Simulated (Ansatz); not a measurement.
Consider the ligand exchange at the Si–C bond: `O=COC[SiH3]` + `C[O][AlH][SH]` → `C[O][AlH][S][SiH3]` + `COC=O`.

Calculated with Ansatz (gas phase, PBE0-D4/def2-TZVP geometries, no zero-point term in ΔE). CCSD(T)/CBS adds triple-zeta CCSD(T) − MP2 to the extrapolated MP2 energy (def2 sets, frozen cores). DFT in def2-TZVPP. B3LYP here is the variant with VWN-RPA as its local correlation; programs differ in this. Each species was taken in one conformer, which may not be the lowest.

```json
{"level": "PBE-D4", "ΔE (kJ/mol)": "-77.7", "difference from CCSD(T)/CBS": "3.8"}
{"level": "r2SCAN-D4", "ΔE (kJ/mol)": "-81.6", "difference from CCSD(T)/CBS": "-0.1"}
{"level": "PBE0-D4", "ΔE (kJ/mol)": "-82.7", "difference from CCSD(T)/CBS": "-1.2"}
{"level": "B3LYP-D4", "ΔE (kJ/mol)": "-79.1", "difference from CCSD(T)/CBS": "2.4"}
{"level": "ωB97X-V", "ΔE (kJ/mol)": "-79.6", "difference from CCSD(T)/CBS": "1.9"}
{"level": "ωB97M-V", "ΔE (kJ/mol)": "-78.9", "difference from CCSD(T)/CBS": "2.6"}
{"level": "B2PLYP", "ΔE (kJ/mol)": "-78.5", "difference from CCSD(T)/CBS": "3.0"}
{"level": "PBE", "ΔE (kJ/mol)": "-75.2", "difference from CCSD(T)/CBS": "6.3"}
{"level": "r2SCAN", "ΔE (kJ/mol)": "-81.0", "difference from CCSD(T)/CBS": "0.5"}
{"level": "PBE0", "ΔE (kJ/mol)": "-80.3", "difference from CCSD(T)/CBS": "1.2"}
{"level": "B3LYP", "ΔE (kJ/mol)": "-75.0", "difference from CCSD(T)/CBS": "6.5"}
{"level": "HF/def2-TZVPP", "ΔE (kJ/mol)": "-85.7", "difference from CCSD(T)/CBS": "-4.2"}
{"level": "MP2/def2-TZVPP", "ΔE (kJ/mol)": "-84.6", "difference from CCSD(T)/CBS": "-3.1"}
{"level": "SCS-MP2/def2-TZVPP", "ΔE (kJ/mol)": "-82.5", "difference from CCSD(T)/CBS": "-1.0"}
{"level": "CCSD/def2-TZVPP", "ΔE (kJ/mol)": "-78.8", "difference from CCSD(T)/CBS": "2.7"}
{"level": "CCSD(T)/def2-TZVPP", "ΔE (kJ/mol)": "-78.5", "difference from CCSD(T)/CBS": "3.0"}
{"level": "HF/def2-QZVPP", "ΔE (kJ/mol)": "-85.6", "difference from CCSD(T)/CBS": "-4.1"}
{"level": "MP2/def2-QZVPP", "ΔE (kJ/mol)": "-86.2", "difference from CCSD(T)/CBS": "-4.7"}
{"level": "SCS-MP2/def2-QZVPP", "ΔE (kJ/mol)": "-84.1", "difference from CCSD(T)/CBS": "-2.6"}
{"level": "HF/CBS(def2)", "ΔE (kJ/mol)": "-85.6", "difference from CCSD(T)/CBS": "-4.1"}
{"level": "MP2/CBS(def2)", "ΔE (kJ/mol)": "-87.5", "difference from CCSD(T)/CBS": "-6.0"}
{"level": "CCSD/CBS(def2)", "ΔE (kJ/mol)": "-81.7", "difference from CCSD(T)/CBS": "-0.2"}
{"level": "CCSD(T)/CBS", "ΔE (kJ/mol)": "-81.5", "difference from CCSD(T)/CBS": "0"}
```

Largest T1 diagnostic among the species: 0.015.

The D4 term adds −4.1 kJ/mol with B3LYP and −2.3 kJ/mol with PBE0; it sums over pairs of atoms, weighted by their polarisabilities, and B3LYP, whose exchange is more repulsive, gets the larger term. From PBE to PBE0 (25 % exact exchange), in def2-TZVPP and without D4, ΔE moves by −5.2 kJ/mol.
